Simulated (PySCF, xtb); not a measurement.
Be(Br)(OH) (BeBrHO), SMILES [OH][Be][Br].

GFN2-xTB (xtb 6.7.1) at its own geometry gives an orbital gap of 7.11 eV and a dipole moment of 6.16 D.

Geometry optimised at PBE0-D3(BJ)/def2-TZVP. One conformer was computed; it need not be the lowest.

**Question.** What does PBE/def2-TZVPD (PySCF) give? (An estimate is asked for; the answer gives what the named calculation found.)

**Answer.** gap 6.03 eV (levels -7.34 and -1.31 eV), dipole 1.81 D.
